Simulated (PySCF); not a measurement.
An excited-state job on `[GeH3][O][SiH]1O[SiH2][SiH2]O1`.

Method: TDDFT CAM-B3LYP/def2-SVPD, vertical, gas phase, core orbitals frozen in the response (PySCF 2.14.0, density-fitted response routines). Geometry: GFN2-xTB. A driver script takes a list of jobs; this job's settings line and coordinates (Å) are shown.

Command:
```bash
OMP_NUM_THREADS=1 python probes_run.py task.json out
```

Input:
```
{"job": {"kind": "uv", "xc": "CAM-B3LYP", "basis": "def2-SVPD", "nstates": 8, "ntriplets": 3}, "charge": 0, "multiplicity": 1}
Ge    -2.473620     1.072446     0.440753
O     -1.889679    -0.512443    -0.018523
Si    -0.525142    -0.823627    -0.817461
O      0.319337     0.568409    -0.957827
Si     1.836701     0.769196    -0.349401
Si     1.946143    -1.355611     0.571545
O      0.447406    -1.792801     0.041078
H     -2.542006     1.916815    -0.792777
H     -1.552370     1.656201     1.471111
H     -3.822334     0.740457     0.999979
H     -0.787801    -1.384138    -2.122486
H      2.643937     1.098628    -1.529059
H      1.700364     1.939013     0.528420
H      1.874970    -1.518129     2.027225
H      2.819680    -2.366428    -0.031454
```

Output:
```
coarse grid: 61968 points
cycle   1  E = -3175.2515641472  dE =  5.332e-01  |g| = 1.280e+00  |ddm| = 6.117e+00
cycle   2  E = -3174.9686013873  dE =  2.830e-01  |g| = 1.786e+00  |ddm| = 5.003e+00
cycle   3  E = -3175.5484647451  dE = -5.799e-01  |g| = 9.280e-02  |ddm| = 2.741e+00
cycle   4  E = -3175.5498417576  dE = -1.377e-03  |g| = 5.515e-02  |ddm| = 3.192e-01
cycle   5  E = -3175.5502223634  dE = -3.806e-04  |g| = 1.186e-02  |ddm| = 8.409e-02
cycle   6  E = -3175.5502481619  dE = -2.580e-05  |g| = 4.222e-03  |ddm| = 2.897e-02
cycle   7  E = -3175.5502513918  dE = -3.230e-06  |g| = 9.699e-04  |ddm| = 8.496e-03
final grid: 125416 points
cycle   8  E = -3175.5502244369  dE = -8.964e-08  |g| = 1.058e-03  |ddm| = 6.887e-03
cycle   9  E = -3175.5502243123  dE =  1.246e-07  |g| = 1.371e-03  |ddm| = 3.348e-03
cycle  10  E = -3175.5502246113  dE = -2.990e-07  |g| = 1.321e-04  |ddm| = 1.739e-03
cycle  11  E = -3175.5502246145  dE = -3.154e-09  |g| = 1.999e-05  |ddm| = 2.564e-04
cycle  12  E = -3175.5502246146  dE = -1.050e-10  |g| = 8.464e-06  |ddm| = 6.879e-05
converged SCF energy = -3175.5502246146

Static polarisability (au): isotropic 105.301, principal 97.027 104.142 114.733

Singlet excitations
state   eV       nm        f      main configurations
  1   6.1376    202.0   0.02457   H->L 0.95
  2   6.8989    179.7   0.00000   H-1->L 0.50, H-2->L 0.29, H-3->L 0.12
  3   7.1355    173.8   0.00158   H-3->L 0.55, H-2->L 0.15
  4   7.3261    169.2   0.04838   H->L+3 0.51, H->L+2 0.27
  5   7.5559    164.1   0.00678   H-1->L+2 0.19, H-1->L 0.16, H-2->L 0.15
  6   7.6494    162.1   0.15279   H->L+4 0.54, H->L+1 0.18
  7   7.8078    158.8   0.00389   H->L+2 0.31, H->L+5 0.26, H->L+3 0.23
  8   7.9540    155.9   0.00220   H-4->L+2 0.20, H-4->L 0.19, H-4->L+1 0.10

Triplet excitations (Tamm-Dancoff, eV): 5.4838 6.2221 6.5706
```

The SCF starts on a coarse grid where the log names one; the energy can jump when the final grid takes over, and dE then counts from the start density on the new grid. H and L stand for HOMO and LUMO; the number after each pair is its weight.

Q: How does the lowest singlet excitation compare with the HOMO–LUMO gap?

A: HOMO -9.56 eV and LUMO 0.05 eV give a gap of 9.61 eV; S1 at 6.14 eV lies 3.47 eV below it.

Q: Give the mean polarisability as a volume in Å³, and the ratio of the largest to the smallest principal value.

A: 105.301 au × 0.148185 = 15.60 Å³; 114.733/97.027 = 1.18.

Summary of the converged run: HOMO -9.56 eV, LUMO 0.05 eV; lowest singlet 6.14 eV; lowest triplet 5.48 eV (Tamm–Dancoff); mean polarisability 105.3 au.

 Relativistic effects, spin–orbit coupling among them, are left out although an element past zinc is present.

Q: Estimate the wall time. Hardware: Arm Neoverse N1, one thread, no GPU, shared host with 64 logical CPUs at a one-minute load of 61. And the peak memory of the process?

A: About 2.5 min, with 1.2 GiB resident at the peak, the Python interpreter and its libraries included.

One conformer stands for the species.
Labels such as C1 count atoms from 1, the log's own numbers from 0.
